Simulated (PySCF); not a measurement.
Se(Br)(Me) (CH3BrSe), SMILES C[Se]Br. Coordinates come from a B3LYP-D3(BJ)/def2-SVP optimisation.

These are B3LYP-D3(BJ)/def2-SVP run with PySCF values and carry that method's errors.

Harmonic wavenumbers (cm⁻¹): 163, 170, 288, 585, 899, 915, 1290, 1419, 1449, 3043, 3152, 3179. Rotational constants (GHz): 10.20, 1.930, 1.640; symmetry number 1.

Q: Work out the zero-point energy and the ideal-gas rigid-rotor harmonic-oscillator thermochemistry at 298.15 K and 1 atm.

A: ZPE = ½ Σ hcν = ½ × 16553 cm⁻¹ = 23.66 kcal/mol. H − E(el) = 27.27 kcal/mol. Entropy in cal/(mol K): translation 41.37, rotation 26.70, vibration 7.24, total 75.31. G − E(el) = 4.81 kcal/mol. Cp = 15.80 cal/(mol K).
